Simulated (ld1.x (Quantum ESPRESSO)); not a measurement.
# Reading a pseudo-wave (N)

Columns: radius, all-electron u(r) and pseudo u(r) of the 2s shell (level -18.43 eV) of nitrogen in the configuration [He] 2s2 2p3; PBEsol, non-relativistic, TM scheme, ld1.x (Quantum ESPRESSO) 7.5.

```csv
r (bohr),all-electron,pseudo
0.110,0.3864,-0.1009
0.220,0.2514,-0.1981
0.330,-0.0277,-0.2940
0.440,-0.3062,-0.4051
0.550,-0.5344,-0.5489
0.660,-0.7012,-0.7012
0.770,-0.8099,-0.8099
0.880,-0.8699,-0.8699
0.990,-0.8919,-0.8919
1.100,-0.8858,-0.8858
1.210,-0.8598,-0.8598
1.320,-0.8204,-0.8204
1.430,-0.7727,-0.7727
1.540,-0.7203,-0.7203
1.650,-0.6661,-0.6661
1.760,-0.6120,-0.6120
1.870,-0.5592,-0.5592
1.980,-0.5087,-0.5087
2.090,-0.4610,-0.4610
2.200,-0.4164,-0.4164
2.310,-0.3751,-0.3751
2.420,-0.3371,-0.3371
2.530,-0.3024,-0.3024
2.640,-0.2707,-0.2707
2.750,-0.2420,-0.2420
2.860,-0.2161,-0.2161
```

(1) How many radial nodes do the two functions have?

(2) At about which radius was the pseudo-wave matched?

(3) Where does each function peak?

(4) Is the pseudo-wave norm-conserving?

Results:

(1) The all-electron 2s function has n − l − 1 = 1; the pseudo-wave has 0, since the states of the same l below it are removed with the core.

(2) 0.70 bohr, where the columns begin to agree (steps of 0.11 bohr).

(3) Outermost all-electron maximum near 0.99 bohr, pseudo maximum near 0.99 bohr (to the table’s step).

(4) Yes: the TM scheme keeps the norm inside the radius equal to the all-electron one, which fixes the energy derivative of the logarithmic derivative at the level.
